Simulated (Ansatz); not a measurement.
Geometry optimisation, Ansatz, RKS PBE0-D4/def2-SVP.

Input:

```yaml
crystal:
  periodic: [false, false, false]
  atoms:
    - { symbol: F, position_ang: [-0.11259, -2.45479, 0.4323] }
    - { symbol: Al, position_ang: [-0.32713, -0.83227, -0.08174] }
    - { symbol: Si, position_ang: [1.08777, 0.90049, 0.64185] }
    - { symbol: Cl, position_ang: [-2.09262, -1.12056, -1.35578] }
    - { symbol: H, position_ang: [1.40038, 1.56998, -0.69588] }
    - { symbol: H, position_ang: [0.04419, 1.93714, 1.05925] }
total_charge: -1
basis:
  gaussian: { orbitals: def2-SVP }
hamiltonian:
  xc: pbe0
  dispersion: d4
relax:
  f_tol: 0.015
  max_steps: 40
```

Launched with:

```bash
$ ansatz run input.yaml --threads 1 --pin off --max-ram 2048MiB --backend cpu --events-out ev --progress --plain --runs-dir out
```

**Question.** Where does it end, and by what steps?

**Answer.** The forces met the threshold. The force dipped under the threshold on the way, but the program's further checks kept it going. Limits of this set-up: an anion without diffuse functions. After 27 steps the energy has fallen by 0.265 eV; H5 moved furthest, 1.09 Å.

```csv
step,energy less start (eV),largest force component (eV/Å),accepted
0,0.0000,0.877,yes
1,-0.0409,0.602,yes
2,-0.1003,0.711,yes
3,-0.1133,0.395,yes
4,-0.1319,0.110,yes
5,-0.1451,0.121,yes
6,-0.1471,0.056,yes
7,-0.1473,0.011,yes
8,-0.1474,0.011,yes
9,-0.1475,0.016,yes
10,-0.1444,0.312,no
11,-0.1491,0.043,yes
12,-0.1511,0.206,yes
13,-0.1552,0.195,yes
14,-0.1724,0.310,yes
15,-0.1730,0.714,yes
16,-0.1922,0.468,yes
17,-0.2123,0.529,yes
18,-0.2245,0.125,yes
19,-0.2333,0.092,yes
20,-0.2422,0.246,yes
21,-0.2464,0.218,yes
22,-0.2566,0.197,yes
23,-0.2438,0.388,no
24,-0.2626,0.056,yes
25,-0.2645,0.078,yes
26,-0.2651,0.024,yes
27,-0.2652,0.011,yes
```

```xyz
6
Properties=species:S:1:pos:R:3
F 0.287 -2.299 -0.419
Al -0.373 -0.767 -0.100
Si 0.720 1.077 0.963
Cl -2.507 -1.004 -0.524
H 1.924 0.922 0.009
H -0.050 2.071 0.072
```

Whether the end is a true minimum wasn't checked by a vibrational analysis.

The run took 2.8 min on 1 thread of Intel(R) Xeon(R) Processor @ 2.50GHz (Skylake/Cascade Lake), with other jobs on the host, peak memory 0.18 GiB.
